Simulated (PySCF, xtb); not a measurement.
BH2, SMILES [BH2+], charge +1.

xtb with GFN2-xTB at its own geometry gives an orbital gap of 3.07 eV.

Geometry: r2SCAN-D4/def2-TZVPD.

### Question
What does PBE/def2-TZVPD (PySCF) give? (Estimate from the structure and the level; the computed values follow.)

### Answer
gap 6.85 eV (levels -18.96 and -12.11 eV).
